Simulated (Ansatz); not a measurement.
Al₂F₂ (the lowest singlet isomer of a short search), 4 atoms. Hardware: 4 threads of Arm Neoverse V1 on a shared host.

Correlated methods freeze 12 core orbitals.

Problem. How many basis functions does each of these Ansatz runs have, and roughly what does it cost? PBE0-D4/def2-TZVP, charge 1 doublet at the geometry of the charge 0 singlet, energy, from earlier orbitals; LDA (SPW92)/def2-TZVP, charge 0 singlet, energy, from earlier orbitals; r2SCAN-D4/def2-TZVP, charge 1 doublet at the geometry of the charge 0 singlet, energy, from earlier orbitals; RPA@PBE/def2-TZVP, charge 0 triplet, energy, from earlier orbitals; PBE-D4/def2-TZVP, charge 0 triplet, energy, from earlier orbitals; PBE-D4/def2-TZVPD, charge 0 singlet, energy, from earlier orbitals; r2SCAN-D4/def2-TZVPD, charge 0 singlet, energy, from earlier orbitals; B97M-V/def2-TZVP, charge 0 triplet, energy, from earlier orbitals; PBE0-D4/def2-TZVP, charge 0 singlet, energy and forces, from earlier orbitals; PBE-D4/def2-SVP, charge 0 singlet, energy, from earlier orbitals; ωB97M-V/def2-TZVP, charge 0 quintet, energy, from earlier orbitals; CCSD(T)/def2-TZVPP, charge 0 triplet, energy, from earlier orbitals.

Solution. Other jobs shared the machine, so times can vary by a factor of up to 3. A dash marks memory too small to be measured apart from the calling script's.

```
                                                                                                         run  functions  fitting or Cholesky vectors  wall time  peak host memory (GiB)
                                            PBE-D4/def2-SVP, charge 0 singlet, energy, from earlier orbitals         64                          682     0.35 s                       –
                                      LDA (SPW92)/def2-TZVP, charge 0 singlet, energy, from earlier orbitals        136                          830     0.45 s                       –
                                          PBE-D4/def2-TZVPD, charge 0 singlet, energy, from earlier orbitals        166                          922        1 s                       –
                                           PBE-D4/def2-TZVP, charge 0 triplet, energy, from earlier orbitals        136                          830      1.1 s                       –
                               PBE0-D4/def2-TZVP, charge 0 singlet, energy and forces, from earlier orbitals        136                          870      1.1 s                       –
  PBE0-D4/def2-TZVP, charge 1 doublet at the geometry of the charge 0 singlet, energy, from earlier orbitals        136                          870      1.5 s                       –
                                          RPA@PBE/def2-TZVP, charge 0 triplet, energy, from earlier orbitals        136                          871      1.9 s                       –
                                       r2SCAN-D4/def2-TZVPD, charge 0 singlet, energy, from earlier orbitals        166                          922      2.1 s                       –
r2SCAN-D4/def2-TZVP, charge 1 doublet at the geometry of the charge 0 singlet, energy, from earlier orbitals        136                          830        3 s                       –
                                           B97M-V/def2-TZVP, charge 0 triplet, energy, from earlier orbitals        136                          830      4.2 s                       –
                                          ωB97M-V/def2-TZVP, charge 0 quintet, energy, from earlier orbitals        136                          830      5.5 s                       –
                                         CCSD(T)/def2-TZVPP, charge 0 triplet, energy, from earlier orbitals        146                          930       30 s                     1.9
```
